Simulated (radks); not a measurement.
The numbers below are computed, except where a source is named.
How relativity changes the ionisation of the lanthanum ion La2+ ([Xe] 5d1) to La3+ ([Xe]). Spin-unpolarised spherical Kohn-Sham, LDA (Slater exchange, Perdew-Wang correlation), point nucleus unless stated (finite: rms radius 4.855 fm), a radial shooting solver on a logarithmic mesh with Libxc functionals. A level marked "c x" has the speed of light scaled by that factor and shares open shells by 2j + 1; other Dirac levels either fill j = l - 1/2 first or share by 2j + 1.

\begin{tabular}{lrrrrr}
level & E(La2+) (hartree) & E(La3+) (hartree) & IE (eV) & HOMO & <r> HOMO (bohr) \\ \hline
non-rel. & -8216.9458 & -8216.2233 & 19.660 & 5d & 2.527 \\
scalar-rel. & -8486.2365 & -8485.5348 & 19.096 & 5d & 2.583 \\
scalar-rel., finite nucleus & -8485.8644 & -8485.1626 & 19.097 & 5d & 2.583 \\
Dirac, 2j+1 shares & -8490.4516 & -8489.7502 & 19.086 & 5d5/2 & 2.599 \\
Dirac, low j first & -8490.4570 & -8489.7502 & 19.234 & 5d3/2 & 2.566 \\
Dirac, 2j+1 shares, finite nucleus & -8490.0778 & -8489.3764 & 19.086 & 5d5/2 & 2.599 \\
Dirac, c x 0.75 & -8742.3610 & -8741.6761 & 18.639 & 5d5/2 & 2.662 \\
Dirac, c x 1.25 & -8386.3612 & -8385.6522 & 19.293 & 5d5/2 & 2.572 \\
Dirac, c x 1.5 & -8332.6088 & -8331.8957 & 19.406 & 5d5/2 & 2.558 \\
\end{tabular}

NIST Atomic Spectra Database: 19.177 eV (measured). The relativistic part of the total energy of La2+ is -273.1 hartree (Dirac, 2j+1 shares, finite nucleus), 3.3 % of the non-relativistic value. Spin polarisation and multiplet splitting of open shells are left out at every level.

Beside tabulated values, note that relativity, absent from the non-relativistic runs, is large for the heavy elements, and spin-unpolarised runs miss the spin-polarisation part of the exchange energy of open shells.
